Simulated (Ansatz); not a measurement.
`N[SiH](Cl)[Si](N)(Cl)Cl` and `N[SiH2]O[Si](N)(Cl)Cl` differ in one atom or group.

Ansatz, PBE0-D4/def2-TZVP geometries, multiplicity 1. Each molecule was computed in one conformer, which needn't be the lowest.

```
                                      property  `N[SiH](Cl)[Si](N)(Cl)Cl`
size of the dipole moment (PBE/def2-TZVPP) / D                       0.71
           HOMO energy (B3LYP/def2-TZVPP) / eV                      -7.64
       HOMO–LUMO gap (ωB97M-V/def2-TZVPP) / eV                      11.42
            HOMO energy (PBE0/def2-TZVPP) / eV                      -7.86
          HOMO–LUMO gap (PBE0/def2-TZVPP) / eV                       7.52
             LUMO energy (PBE/def2-TZVPP) / eV                      -1.18
```

Question: What does the change do to each property? (Best estimate.)

Answer: Ansatz gave: 
| property | `N[SiH2]O[Si](N)(Cl)Cl` | shift |
| --- | --- | --- |
| size of the dipole moment (PBE/def2-TZVPP) / D | 0.77 | 0.06 |
| HOMO energy (B3LYP/def2-TZVPP) / eV | -7.66 | -0.02 |
| HOMO–LUMO gap (ωB97M-V/def2-TZVPP) / eV | 12.42 | 1.00 |
| HOMO energy (PBE0/def2-TZVPP) / eV | -7.92 | -0.06 |
| HOMO–LUMO gap (PBE0/def2-TZVPP) / eV | 8.50 | 0.98 |
| LUMO energy (PBE/def2-TZVPP) / eV | -0.31 | 0.87 |

With PBE0 the HOMO falls by 0.06 eV and the LUMO rises by 0.93 eV, so the gap widens by about 0.99 eV. PBE moves the HOMO by 0.09 eV and ωB97M-V by -0.38 eV. Dipoles are sizes alone; their direction can turn.

B3LYP here is the variant with VWN-RPA as its local correlation; programs differ in this.
